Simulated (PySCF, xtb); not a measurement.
Ga(Me)(OH)2 (CH5GaO2), SMILES [CH3][Ga]([OH])[OH].

GFN2-xTB run with xtb at its own geometry gives an orbital gap of 4.76 eV and a dipole moment of 2.58 D.

Geometry: B3LYP-D3(BJ)/def2-SVP. The structure was generated by enumeration; whether it is a known compound was not checked. The values are those of a single conformer.

Q: What does r2SCAN/def2-TZVP in PySCF give? (Estimate from the structure and the level; the computed values follow.)

A: gap 6.46 eV (levels -7.12 and -0.66 eV), dipole 2.20 D.
